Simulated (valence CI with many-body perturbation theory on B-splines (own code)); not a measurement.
Forbidden lines of Tc²⁷⁺

Level of theory: configuration interaction combined with many-body perturbation theory (CI+MBPT): six valence electrons over a frozen Dirac-Fock core [Ne], radial functions for each j: 9 s, 9 p, 8 d, 6 f, 3 g, 1 h, with the one-electron correlation potential Σ1, the two-electron term Σ2, the three-electron term Σ3, Breit, model QED; selected CI, second order for the rest, scaled by the run's own slope (own B-spline code, finite nucleus).

The last digits are not significant, and no measured levels were compared; by estimate large intervals hold to a few tenths of a per cent, small ones and those within an open d or f shell to about a per cent. Among the levels kept, up to 1600 cm⁻¹ of a level comes from second order outside the variational space, and about a tenth of that is noise between levels of different J, which matters for small intervals.

Lines 1 to 21 of 21 in falling wavelength, among levels below 172.54 eV, chosen from the decays that carry over 1 % of a level's rate. Wavelengths and rates use the calculated energies. Electric multipoles are in the length gauge, E1 and E2 with the static RPA response of the core. Weak lines are less certain than strong ones. Lines between different terms over intervals too small for the method are left out, as are lines whose strength nearly cancels. Branching is blank where the lifetime is uncertain.

Levels are named by their leading jj configuration (3d3/2^4 stands for four electrons in 3d with j = 3/2), which in mixed levels can hold well under half, so a name can repeat and another be missing. Letters in brackets count levels of one name in rising energy.

| λ vac (Å) | Upper | Lower | Type | A (s⁻¹) | Branch % |
| --- | --- | --- | --- | --- | --- |
| 2601 | (3s^2 3p1/2^2 3p3/2 3d5/2) J=4 | (3s^2 3p1/2^2 3p3/2 3d3/2) J=3 | M1 | 9.12e+02 | 54.2 |
| 1959 | (3s^2 3p1/2 3p3/2^2 3d5/2) J=4 [b] | (3s^2 3p1/2 3p3/2^2 3d3/2) J=3 [a] | M1 | 5.50e+02 | 1.0 |
| 1782 | (3s^2 3p1/2 3p3/2^2 3d5/2) J=4 [c] | (3s^2 3p1/2 3p3/2^2 3d5/2) J=3 [a] | M1 | 5.07e+02 |  |
| 1706 | (3s^2 3p1/2 3p3/2^2 3d5/2) J=5 | (3s^2 3p1/2 3p3/2^2 3d5/2) J=4 [a] | M1 | 2.69e+03 | 11.0 |
| 1429 | (3s^2 3p1/2^2 3p3/2^2) J=0 | (3s^2 3p1/2^2 3p3/2^2) J=2 | E2 | 2.66e+00 | 100.0 |
| 1309 | (3s^2 3p1/2 3p3/2^2 3d5/2) J=4 [c] | (3s^2 3p1/2 3p3/2^2 3d3/2) J=3 [a] | M1 | 1.90e+03 |  |
| 1121 | (3s^2 3p1/2 3p3/2^2 3d5/2) J=4 [a] | (3s^2 3p1/2^2 3p3/2 3d5/2) J=3 | M1 | 9.07e+03 | 12.7 |
| 928.5 | (3s^2 3p1/2 3p3/2^2 3d5/2) J=4 [b] | (3s^2 3p1/2^2 3p3/2 3d5/2) J=3 | M1 | 2.84e+03 | 5.2 |
| 782.9 | (3s^2 3p1/2 3p3/2^3) J=1 | (3s^2 3p1/2^2 3p3/2^2) J=0 | M1 | 1.90e+04 | 12.3 |
| 751.7 | (3s^2 3p1/2 3p3/2^2 3d5/2) J=4 [c] | (3s^2 3p1/2^2 3p3/2 3d5/2) J=3 | M1 | 5.82e+03 |  |
| 563.3 | (3s^2 3p1/2 3p3/2^2 3d5/2) J=4 [a] | (3s^2 3p1/2^2 3p3/2 3d5/2) J=4 | M1 | 6.14e+04 | 85.8 |
| 510.1 | (3s^2 3p1/2 3p3/2^2 3d5/2) J=4 [b] | (3s^2 3p1/2^2 3p3/2 3d5/2) J=4 | M1 | 2.55e+04 | 47.0 |
| 505.8 | (3s^2 3p1/2 3p3/2^3) J=1 | (3s^2 3p1/2^2 3p3/2^2) J=2 | M1 | 1.35e+05 | 87.5 |
| 451.7 | (3s^2 3p1/2 3p3/2^2 3d5/2) J=4 [c] | (3s^2 3p1/2^2 3p3/2 3d5/2) J=4 | M1 | 7.20e+03 |  |
| 426.4 | (3s^2 3p1/2 3p3/2^2 3d5/2) J=4 [b] | (3s^2 3p1/2^2 3p3/2 3d3/2) J=3 | M1 | 2.51e+04 | 46.3 |
| 423.5 | (3s^2 3p1/2 3p3/2^2 3d5/2) J=5 | (3s^2 3p1/2^2 3p3/2 3d5/2) J=4 | M1 | 2.16e+04 | 88.1 |
| 414.1 | (3s^2 3p1/2 3p3/2^3) J=2 | (3s^2 3p1/2^2 3p3/2^2) J=2 | M1 | 9.94e+04 | 99.3 |
| 384.8 | (3s^2 3p1/2 3p3/2^2 3d5/2) J=4 [c] | (3s^2 3p1/2^2 3p3/2 3d3/2) J=3 | M1 | 1.94e+02 |  |
| 363.1 | (3s^2 3p3/2^4) J=0 | (3s^2 3p1/2 3p3/2^3) J=1 | M1 | 5.55e+05 | 99.7 |
| 105.6 | (3s^2 3p1/2 3p3/2^2 3d5/2) J=4 [c] | (3s^2 3p1/2 3p3/2^3) J=2 | M2 | 8.18e+02 |  |
| 103.4 | (3s^2 3p1/2^2 3p3/2 3d5/2) J=4 | (3s^2 3p1/2^2 3p3/2^2) J=2 | M2 | 7.68e+02 | 45.6 |
